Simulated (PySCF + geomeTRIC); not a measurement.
A geometry relaxed with PySCF + geomeTRIC with B3LYP-D3(BJ)/def2-TZVP, charge 0, multiplicity 1:

```xyz
10

H     -2.2435     0.3503     0.6645
H      2.5894     0.0526    -1.2103
C      2.0544     0.3713    -0.3112
C     -1.6229     0.0712    -0.1925
H     -0.2894    -1.5779     0.9890
H     -2.2106    -0.6508    -0.7677
B     -0.2828    -0.5954     0.3046
H      2.5517     1.1163     0.3164
H     -1.4699     0.9581    -0.8088
N      0.9395    -0.0912    -0.0166
```

### Question
Write the SMILES of this molecule.

### Answer
`C=NBC`
